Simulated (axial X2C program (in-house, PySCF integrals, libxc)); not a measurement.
**What spin–orbit coupling does to PbH**

Calculated with an in-house relativistic program for diatomic molecules. Spin-free means the one-electron spin-free X2C Hamiltonian; two-component (2c) means X2C with spin–orbit coupling and atomic mean-field two-electron Coulomb and Gaunt terms, so the difference of the two also holds small scalar two-electron terms. Basis: Pb dyall-cv3z [12s14p10d7f1g], H dyall-v3z [6s2p1d] (cores contracted in-house); Gaussian nuclei, density fitting, unrestricted open shells. Masses: Pb 207.977 u, H 1.008 u.

Spin-free state: M_S = 1/2, Λ = 1 (beyond evenly filled blocks: π+α); fragments Pb + H.

```
  level  Re (Å)  ωe (cm⁻¹)  De (eV)  μ (D)
   PBE0   1.844     1611.4    2.409  -1.05
r2SCAN0   1.833     1644.2    2.329  -0.98
```

Dipoles are positive if H is the positive end.

Task: Within this multiplet, which Ω should lie lowest by the rule for regular and inverted multiplets?

Result: The open π shell holds one electron, so the multiplet is regular: Ω = Λ − 1/2 = 1/2. The PBE0 2c search agrees.

Two-component determinant lowest at the distance of the search:

Ω = 1/2 (⟨Sz⟩ = -0.45, ⟨Lz⟩ = 0.95 at PBE0); fragments Pb + H.

```tsv
level	Re (Å)	ωe (cm⁻¹)	De (eV)	μ (D)
PBE0	1.847	1556.5	1.773	-1.02
r2SCAN0	1.836	1590.8	1.951	-0.96
```

Task: From the two tables, how do the constants change at the PBE0 level (2c against spin-free)?

Result: At the PBE0 level Re rises by 0.003 Å and ωe falls by 54.9 cm⁻¹; De changes by -0.636 eV.

Occupations by symmetry block were frozen at the best pattern of an incomplete PBE0 search. Dissociation energies refer to the lowest single-determinant-based atoms at the same level and basis. Density functionals use the spin component along the axis (collinear). Without a current term, density functionals place determinants with orbital angular momentum somewhat too high.
